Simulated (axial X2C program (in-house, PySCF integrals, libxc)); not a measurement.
# Spin–orbit effects along a row: molecules with H, PBE0

Computed with an axial X2C code built on PySCF integrals, spin-free (one-electron X2C) or two-component (2c: spin–orbit coupling with atomic mean-field Coulomb and Gaunt terms, which also bring small scalar terms), in Dyall basis sets with cores contracted in-house; open shells are unrestricted.

Basis sets: Ca dyall-cv3z, Co dyall-cv3z, Cr dyall-cv3z, Cu dyall-cv3z, Fe dyall-cv3z, Ga dyall-cv3z, H dyall-v3z, K dyall-cv3z, Mn dyall-cv3z, Ni dyall-v3z, Sc dyall-cv3z, Ti dyall-cv3z, V dyall-cv3z.

```csv
molecule,spin-free state,Re (Å),ωe (cm⁻¹),De (eV),2c state,Re 2c (Å),ωe 2c (cm⁻¹),De 2c (eV)
KH,"M_S = 0, Λ = 0",2.235,985.3,1.71,Ω = 0,2.235,985.4,1.71
CaH,"M_S = 1/2, Λ = 0",1.986,1305.5,1.91,Ω = 1/2,1.986,1305.5,1.91
ScH,"M_S = 1, Λ = 2",1.849,1480.7,2.27,Ω = 1,1.849,1480.4,2.28
TiH,"M_S = 3/2, Λ = 3",1.753,1590.6,2.53,Ω = 3/2,1.753,1590.0,n/a
VH,"M_S = 2, Λ = 2",1.682,1659.7,n/a,Ω = 4,1.682,1659.1,n/a
CrH,"M_S = 5/2, Λ = 0",1.653,1659.6,2.16,Ω = 5/2,1.653,1658.5,2.16
MnH,"M_S = 3, Λ = 0",1.721,1555.7,1.84,Ω = 3,1.722,1555.0,1.84
FeH,"M_S = 3/2, Λ = 1",1.543,1748.8,1.70,Ω = 5/2,1.543,1748.2,n/a
CoH,"M_S = 1, Λ = 2",1.523,1817.3,2.21,Ω = 4,1.502,1912.1,n/a
NiH,"M_S = 1/2, Λ = 2",1.454,1998.1,2.60,Ω = 5/2,1.455,1997.3,n/a
CuH,"M_S = 0, Λ = 0",1.459,1962.2,2.70,Ω = 0,1.460,1961.0,2.70
GaH,"M_S = 0, Λ = 0",1.674,1579.5,2.84,Ω = 0,1.675,1578.8,n/a
```

Each entry is the lowest single determinant of a limited PBE0 search at one distance. De goes to single-determinant-based atoms at the same level (for ions the charge split of lowest energy) and is withheld (n/a) where an atom does not fit its ground term or J level. Main or longest-lived isotopes. One determinant is a doubtful description, or other states lie close, for ScH, TiH, VH, CrH, MnH, FeH, CoH, NiH; these need not be ground states, and all values refer to the states named. Some open-shell Ω = 0 determinants are out of reach, so the Ω given for VH, MnH need not be the lowest component. With several unpaired electrons the Ω given is that of one determinant, not necessarily of the lowest component. Some light 2c atoms are not at their ground J level, so De misses part of their lowering (0.04 eV or less). The functionals have no current term, which raises determinants with orbital currents. The lowest determinant changes configuration between the Hamiltonians for CoH, so two states are compared there.
